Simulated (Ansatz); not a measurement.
Two shapes of singlet SF6.

Shape 1:

```xyz
7

S     0.0243    0.0435   -0.0043
F     1.5321   -0.0120   -0.0009
F    -1.5446   -0.0345    0.0028
F    -0.0106    1.6172    0.0324
F    -0.0453   -1.5864   -0.0203
F    -0.0121    0.0430    1.5582
F     0.0309   -0.0065   -1.6194
```

Shape 2:

```xyz
7

S     0.0000    0.0000    0.0000
F     1.4542    0.0000    0.0000
F    -1.4542    0.0000    0.0000
F     0.0000    1.4542    0.0000
F     0.0000   -1.4542    0.0000
F     0.0000    0.0000    1.4542
F     0.0000    0.0000   -1.4542
```

Basis set: cc-pVDZ (spherical functions). Correlated methods keep 11 orbitals frozen. Charge 0, multiplicity 1.

Computed with Ansatz (development build ahead of 0.2.0); each method stands on the lowest determinant of its kind that the runs found.

Q: Which shape is lower in energy, and by how much in each method?

A:

```csv
method,E(2) − E(1) (eV)
RHF,2.143
RHF-MP2,3.452
```

Shape 1 is lower. Caution: no unrestricted run beside it, a lower state can exist.
